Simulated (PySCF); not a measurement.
# Correlation energy of Ce⁴⁸⁺ (cerium, charge +48)

Starting occupation: [Ne]. Calculation: PySCF 2.14, in an uncontracted even-tempered set (17 s from 6.6 bohr⁻², ratio 2.6; 13 p from 8.5 bohr⁻², ratio 2.6; 6 d from 8.7 bohr⁻², ratio 2.8; 3 f from 200 bohr⁻², ratio 2.8); X2C-1e with screened-nucleus spin-orbit coupling, Gaussian nucleus. Frozen: 1s2; 8 electrons correlated; the 48 highest virtual spinors left out.

MP2 pair energies summed by pair of shells (mhartree):

```csv
pair,energy,share (%)
2p1/2-2p3/2,-103.02,33.3
2p3/2-2p3/2,-97.13,31.4
2p3/2-2s1/2,-47.84,15.5
2p1/2-2s1/2,-24.92,8.1
2p1/2-2p1/2,-23.79,7.7
2s1/2-2s1/2,-12.59,4.1
```

Total MP2 correlation energy: -309.29 mhartree.

The virtual space was cut to 44 spinors, which keep -238.74 of the -309.29 mhartree of MP2 correlation.

```json
{"level": "CCSD", "correlation energy (mhartree)": "-239.66"}
{"level": "(T)", "correlation energy (mhartree)": "-0.02"}
{"level": "CCSD(T)", "correlation energy (mhartree)": "-239.68"}
```

Diagnostics: T1 = 3.3e-05, largest double amplitude 0.002.

Problem. Is a single reference adequate?

Solution. Yes: T1 lies below 0.03 and no double amplitude reaches 0.07.

The coupled-cluster values are those of the cut space; adding the MP2 remainder, -70.55 mhartree, estimates the full space.

At this charge the one-electron X2C treatment keeps the bare 1/r₁₂, with no two-electron picture change or Breit term. The effect here is smaller than on the frozen 1s shell.
